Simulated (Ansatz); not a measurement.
Ansatz (a quantum-chemistry and plane-wave program) input file for GeH3I, SMILES [I][GeH3], PBE0-D3(BJ)/def2-TZVP. 

Ansatz 0.2 input:
```yaml
crystal:
  periodic: [false, false, false]
  atoms:
    - {symbol: Ge, position_ang: [0.00000000, 0.00000000, 1.47571153]}
    - {symbol: I, position_ang: [-0.00000000, 0.00000000, -1.00027169]}
    - {symbol: H, position_ang: [1.23429124, -0.71261838, 1.93054349]}
    - {symbol: H, position_ang: [-0.00000001, 1.42523676, 1.93054349]}
    - {symbol: H, position_ang: [-1.23429124, -0.71261839, 1.93054348]}
basis:
  gaussian:
    orbitals: def2-TZVP
hamiltonian:
  xc: pbe0
  dispersion: d3bj
relax: {f_tol: 0.002, max_steps: 200}
```

Program output:

```
WARN ansatz: RAYON_NUM_THREADS=1 ignored (pool sized by the plan → 1); use --threads N
Functional definition: PBE0
integrals: 0.04 GiB planned
951 factors; their error is unknown
mean field: 0.42 GiB planned
mean field evaluation 1: about -64661.2918 eV, gradient 1.6e1 eV
mean field evaluation 2: about -64661.4143 eV, gradient 1.6e1 eV
mean field evaluation 4: about -64661.5780 eV, gradient 5.8e-1 eV
mean field evaluation 8: about -64662.1238 eV, gradient 7.1e-1 eV
mean field evaluation 16: about -64662.1241 eV, gradient 8.8e-6 eV
mean field -64662.12408558 eV, -2376.2892305832 hartree, gradient 8.9e-6 eV, S^2 0.000000; 0 other end points of the search recorded, 0 dependent functions left out
the calculation of the forces begins
reference -64662.12411110 eV, -2376.2892315212 hartree; 30, 30 occupied and 86, 86 virtual orbitals, 951 factors
relax step   1: F+E_penalty+E_count = -64662.21207263 eV  Δ(F+E_penalty+E_count) = +0.000e0 eV  max|allowed force component| = 6.540e-1 eV/Å  Δτ_max = 0.0000 Å  (27 SCF iters, accepted)
these checks for a lower state are left out or cut short: starts, cluster_reference, orbital_swaps, neighbouring_geometries, increment
integrals: 0.04 GiB planned
951 factors; their error is unknown
mean field: 0.41 GiB planned
mean field -64662.16321044 eV, -2376.2906683951 hartree, gradient 1.1e-5 eV, S^2 0.000000; 0 other end points of the search recorded, 0 dependent functions left out
the calculation of the forces begins
reference -64662.16323622 eV, -2376.2906693425 hartree; 30, 30 occupied and 86, 86 virtual orbitals, 951 factors
relax step   2: F+E_penalty+E_count = -64662.25003689 eV  Δ(F+E_penalty+E_count) = -3.796e-2 eV  max|allowed force component| = 3.723e-1 eV/Å  Δτ_max = 0.0591 Å  (30 SCF iters, accepted)
these checks for a lower state are left out or cut short: starts, cluster_reference, orbital_swaps, neighbouring_geometries, increment
integrals: 0.04 GiB planned
951 factors; their error is unknown
mean field: 0.42 GiB planned
mean field evaluation 32: about -64662.1689 eV, gradient 8.8e-6 eV
mean field -64662.16890358 eV, -2376.2908776142 hartree, gradient 8.9e-6 eV, S^2 0.000000; 0 other end points of the search recorded, 0 dependent functions left out
the calculation of the forces begins
reference -64662.16892932 eV, -2376.2908785603 hartree; 30, 30 occupied and 86, 86 virtual orbitals, 951 factors
relax step   3: F+E_penalty+E_count = -64662.25616406 eV  Δ(F+E_penalty+E_count) = -6.127e-3 eV  max|allowed force component| = 1.011e-1 eV/Å  Δτ_max = 0.0296 Å  (30 SCF iters, accepted)
these checks for a lower state are left out or cut short: starts, cluster_reference, orbital_swaps, neighbouring_geometries, increment
integrals: 0.04 GiB planned
951 factors; their error is unknown
mean field: 0.41 GiB planned
mean field -64662.16954748 eV, -2376.2909012772 hartree, gradient 9.1e-6 eV, S^2 0.000000; 0 other end points of the search recorded, 0 dependent functions left out
the calculation of the forces begins
reference -64662.16957322 eV, -2376.2909022233 hartree; 30, 30 occupied and 86, 86 virtual orbitals, 951 factors
relax step   4: F+E_penalty+E_count = -64662.25675926 eV  Δ(F+E_penalty+E_count) = -5.952e-4 eV  max|allowed force component| = 3.044e-2 eV/Å  Δτ_max = 0.0064 Å  (31 SCF iters, accepted)
these checks for a lower state are left out or cut short: starts, cluster_reference, orbital_swaps, neighbouring_geometries, increment
integrals: 0.04 GiB planned
951 factors; their error is unknown
mean field: 0.41 GiB planned
mean field -64662.16960683 eV, -2376.2909034583 hartree, gradient 9.1e-6 eV, S^2 0.000000; 0 other end points of the search recorded, 0 dependent functions left out
the calculation of the forces begins
reference -64662.16963258 eV, -2376.2909044045 hartree; 30, 30 occupied and 86, 86 virtual orbitals, 951 factors
relax step   5: F+E_penalty+E_count = -64662.25679936 eV  Δ(F+E_penalty+E_count) = -4.010e-5 eV  max|allowed force component| = 5.302e-4 eV/Å  Δτ_max = 0.0021 Å  (32 SCF iters, accepted)
integrals: 0.04 GiB planned
951 factors; their error is unknown
mean field: 0.41 GiB planned
mean field evaluation 64: about -64661.6210 eV, gradient 1.6e-2 eV
mean field -64662.16960683 eV, -2376.2909034583 hartree, gradient 9.1e-6 eV, S^2 0.000000; 1 other end points of the search recorded, 0 dependent functions left out
the calculation of the forces begins
reference -64662.16963258 eV, -2376.2909044045 hartree; 30, 30 occupied and 86, 86 virtual orbitals, 951 factors
Total energy: -64662.25682510 eV, -2376.2941086706 hartree
Atom 0 at     0.000002    -0.000001     1.479484 Å, force     0.000002    -0.000001    -0.000414 eV/Å
Atom 1 at    -0.000007     0.000004    -1.034409 Å, force     0.000000    -0.000000    -0.000122 eV/Å
Atom 2 at     1.265049    -0.730376     1.940676 Å, force     0.000458    -0.000264     0.000178 eV/Å
Atom 3 at     0.000004     1.460753     1.940660 Å, force    -0.000000     0.000530     0.000179 eV/Å
Atom 4 at    -1.265047    -0.730380     1.940660 Å, force    -0.000459    -0.000265     0.000179 eV/Å
Dipole moment:     0.000001    -0.000000     0.331932 e Å
```

The run converged.
